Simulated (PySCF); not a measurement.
## Ionisation energy of Cu⁺ by level of theory

Cu⁺ [Ar] 3d10 (1S) → Cu²⁺ [Ar] 3d9 (2D), as a difference of total energies. All numbers are calculated (PySCF 2.14, scalar relativity by spin-free X2C-1e, in ANO-RCC-VTZP). Correlated levels: valence and next inner shell: [Ne] frozen. The calculations carry no spin-orbit coupling.

```json
{"method": "UHF", "ionisation energy (eV)": "17.240"}
{"method": "MP2 (valence and next inner shell)", "ionisation energy (eV)": "21.646"}
{"method": "SCS-MP2 (valence and next inner shell)", "ionisation energy (eV)": "21.041"}
{"method": "CCSD (valence and next inner shell)", "ionisation energy (eV)": "20.069"}
{"method": "CCSD(T) (valence and next inner shell)", "ionisation energy (eV)": "20.308"}
```

**Question.** How much does correlation contribute at CCSD(T) (valence and next inner shell)?

**Answer.** 20.308 − (17.240) = 3.068 eV, measured against UHF.

A first-order spin-orbit estimate (lowest level to lowest level, LS coupling) adds -0.115 eV.

Errors of the correlated levels include the incompleteness of this basis and the frozen core.

For comparison: 20.292 eV (measured; NIST Atomic Spectra Database, ionization energies).
